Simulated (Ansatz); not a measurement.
One change: `B[SiH](O)C=O` becomes `B[SiH2]O`.

Ansatz, PBE0-D4/def2-TZVP geometries, multiplicity 1. Each molecule was computed in one conformer, which needn't be the lowest.

```json
{"property": "HOMO energy (PBE0/def2-TZVPP) / eV", "`B[SiH](O)C=O`": "-7.25"}
{"property": "HOMO energy (PBE/def2-TZVPP) / eV", "`B[SiH](O)C=O`": "-5.93"}
{"property": "LUMO energy (B3LYP/def2-TZVPP) / eV", "`B[SiH](O)C=O`": "-3.04"}
{"property": "HOMO–LUMO gap (PBE/def2-TZVPP) / eV", "`B[SiH](O)C=O`": "2.18"}
{"property": "HOMO–LUMO gap (B3LYP/def2-TZVPP) / eV", "`B[SiH](O)C=O`": "4.01"}
{"property": "LUMO energy (PBE0/def2-TZVPP) / eV", "`B[SiH](O)C=O`": "-2.83"}
```

**Question.** Give the same properties after the change, and the shifts. (Best estimate.)

**Answer.** The calculation gave: 
```csv
property,`B[SiH2]O`,shift
HOMO energy (PBE0/def2-TZVPP) / eV,-7.96,-0.71
HOMO energy (PBE/def2-TZVPP) / eV,-6.63,-0.70
LUMO energy (B3LYP/def2-TZVPP) / eV,-2.68,0.36
HOMO–LUMO gap (PBE/def2-TZVPP) / eV,3.16,0.98
HOMO–LUMO gap (B3LYP/def2-TZVPP) / eV,5.10,1.09
LUMO energy (PBE0/def2-TZVPP) / eV,-2.47,0.36
```

With PBE0 the HOMO falls by 0.71 eV and the LUMO rises by 0.36 eV, so the gap widens by about 1.07 eV. PBE moves the HOMO by -0.70 eV and ωB97M-V by -0.68 eV.

B3LYP here is the variant with VWN-RPA as its local correlation; programs differ in this.
